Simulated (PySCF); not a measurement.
## Heteronuclear NMR

Geometry:
```json
{"atom": "O1", "x (Å)": "3.272", "y (Å)": "-0.367", "z (Å)": "1.039"}
{"atom": "C2", "x (Å)": "2.737", "y (Å)": "0.416", "z (Å)": "0.311"}
{"atom": "O3", "x (Å)": "3.353", "y (Å)": "1.508", "z (Å)": "-0.169"}
{"atom": "C4", "x (Å)": "1.315", "y (Å)": "0.336", "z (Å)": "-0.214"}
{"atom": "O5", "x (Å)": "0.631", "y (Å)": "-0.710", "z (Å)": "0.381"}
{"atom": "Si6", "x (Å)": "-0.666", "y (Å)": "-1.543", "z (Å)": "-0.113"}
{"atom": "O7", "x (Å)": "-1.958", "y (Å)": "-0.592", "z (Å)": "-0.337"}
{"atom": "Si8", "x (Å)": "-3.209", "y (Å)": "0.412", "z (Å)": "-0.114"}
{"atom": "H9", "x (Å)": "4.264", "y (Å)": "1.550", "z (Å)": "0.164"}
{"atom": "H10", "x (Å)": "0.817", "y (Å)": "1.293", "z (Å)": "-0.008"}
{"atom": "H11", "x (Å)": "1.372", "y (Å)": "0.221", "z (Å)": "-1.305"}
{"atom": "H12", "x (Å)": "-0.476", "y (Å)": "-2.139", "z (Å)": "-1.432"}
{"atom": "H13", "x (Å)": "-0.851", "y (Å)": "-2.408", "z (Å)": "1.032"}
{"atom": "H14", "x (Å)": "-3.806", "y (Å)": "0.124", "z (Å)": "1.188"}
{"atom": "H15", "x (Å)": "-4.120", "y (Å)": "0.130", "z (Å)": "-1.220"}
{"atom": "H16", "x (Å)": "-2.683", "y (Å)": "1.777", "z (Å)": "-0.171"}
```

[PySCF 2.14: geometry: GFN2-xTB; shielding tensors at PBE0/pcSseg-1 (GIAO); in vacuum; a single conformation; equivalent nuclei averaged; non-relativistic]

Problem. Predict the ²⁹Si NMR data.

Solution. 
```
atoms                 environment  σ (ppm)  δ (ppm)
  Si6  silicon bonded to 2 O, 2 H    392.5    -42.6
  Si8    silicon bonded to O, 3 H    392.8    -42.9
```

Shieldings were converted by a linear fit to measured shifts: ²⁹Si (scatter 8.9 ppm rms, 25.8 ppm with the 6 outliers that the fit left out vs TMS, solution or neat liquid). A few per cent of atoms miss by over 2 rms, more outside the fitted compound classes.

On a 600 MHz spectrometer ²⁹Si resonates near 119.2 MHz, so 1 ppm is 119.2 Hz.

Problem. Predict the ¹⁷O NMR data.

Solution. 
| atoms | environment | σ (ppm) | δ (ppm) |
| --- | --- | --- | --- |
| O1 | carbonyl oxygen | -107.1 | 364.2 |
| O3 | acid hydroxyl oxygen | 137.3 | 141.6 |
| O5 | oxygen bonded to C, Si | 281.7 | 10.1 |
| O7 | oxygen bonded to 2 Si | 291.8 | 0.9 |

Shieldings were converted by a linear fit to measured shifts: ¹⁷O (scatter 10.7 ppm rms, 12.2 ppm with the 3 outliers that the fit left out vs liquid water, solution or neat liquid). A few per cent of atoms miss by over 2 rms, more outside the fitted compound classes.

On a 600 MHz spectrometer ¹⁷O resonates near 81.3 MHz, so 1 ppm is 81.3 Hz.

In solution the two oxygens of a carboxylic acid exchange roles by proton transfer and give one 17O line. Hydrogen bonding in solution shields acid and N–H amide carbonyl oxygens by tens of ppm.
